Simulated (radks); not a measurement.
Question: The table gives one normalised radial function P(r) = r R(r) (large component) of Mo4+ in [Ar] 3d10 4s1 4p6 4d3 (r in bohr). Calculated with a radial shooting solver on a logarithmic mesh with Libxc functionals: Dirac Kohn-Sham, PBE, spin-unpolarised, spherical densities, finite nucleus; open shells fill j = l - 1/2 first; Fermi nuclear charge, rms radius 4.4091 fm.

r	P
0.00303	0.0078
0.003444	0.0100
0.003946	0.0129
0.004521	0.0167
0.005138	0.0212
0.005886	0.0273
0.00669	0.0346
0.007665	0.0443
0.008711	0.0558
0.009981	0.0711
0.01134	0.0890
0.013	0.1125
0.01489	0.1414
0.01692	0.1744
0.01939	0.2166
0.02204	0.2637
0.02525	0.3223
0.02869	0.3856
0.03287	0.4613
0.03736	0.5393
0.0428	0.6269
0.04904	0.7153
0.05574	0.7937
0.06386	0.8637
0.07258	0.9079
0.08315	0.9199
0.0945	0.8866
0.1083	0.7919
0.1231	0.6386
0.141	0.4041
0.1615	0.1006
0.1836	-0.2340
0.2103	-0.6158
0.239	-0.9676
0.2739	-1.2938
0.3113	-1.5205
0.3566	-1.6473
0.4053	-1.6476
0.4643	-1.5285
0.532	-1.3131
0.6046	-1.0589
0.6927	-0.7772
0.7873	-0.5359
0.902	-0.3292
1.025	-0.1890
1.175	-0.0935
1.335	-0.0428
1.529	-0.0162
1.752	-0.0052
1.991	-0.0015
2.282	-0.0003
2.593	-0.0001
2.971	0.0000
3.377	0.0000
3.869	0.0000
4.397	0.0000
5.037	0.0000

Which n and l does it have? It may be an empty orbital.

Answer: n = 3, l = 1: the number of nodes gives n - l - 1 = 1, the rise at small r points to l (this Dirac orbital starts outside the nucleus as r^gamma with gamma = sqrt((l + 1)^2 - (Z/c)^2) = 1.98; the j = 3/2 orbital of l + 1 starts with the same power, but with a smaller coefficient, and then steepens), and the extent must fit the shell. The curve is that of 3p3/2; the two j differ most near the nucleus, where j = l - 1/2 has the larger amplitude, and in heavy atoms j = l - 1/2 is also the more compact. 3p3/2: eigenvalue -426.31 eV, 1 radial node at r = 0.168 bohr, <r> = 0.433 bohr, 90 % of the charge inside 0.655 bohr.
